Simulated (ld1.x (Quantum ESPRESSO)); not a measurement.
## Pseudopotential generation for beryllium: RRKJ, PBE, non-relativistic.

ld1.x (Quantum ESPRESSO) 7.5 input, shortened:

```
&input
   title='Be', zed=4., rel=0, dft='PBE', iswitch=3,
   config='[He] 2s2 2p0'
 /
 &inputp
   pseudotype=2, tm=.false., rho0=0.001, lloc=0,
   nlcc=.false.
 /
2
2P  2  1   0.00   0.00  3.45  3.45  0.0
2S  1  0   2.00   0.00  1.60  1.60  0.0
 &test
   configts(1)='2s2 2p0'
 /
```

Q: Does the generator finish with these settings?

A: Yes, a potential is produced and its reference levels are reproduced.

Q: Estimate the cutoffs (Ry, on a coarse ladder) from which the occupation-weighted sum of valence levels, in a spherical-Bessel basis at the reference potential, stays within 10 and 1 mRy of its value at 400 Ry.

A: 10 Ry and 30 Ry.

Q: What does a ghost test show?

A: No extra level below or beside the all-electron valence levels (p, s, d, f tested).

Q: Tests: 2s1 2p0; 2s1.5 2p0; 2s1 2p1; 2s0 2p1; 2s0 2p2. Which has the largest error in its energy relative to the reference configuration, and how large is it?

A: 2s0 2p1, with -113 meV (all-electron minus pseudo) on +13.46 eV.
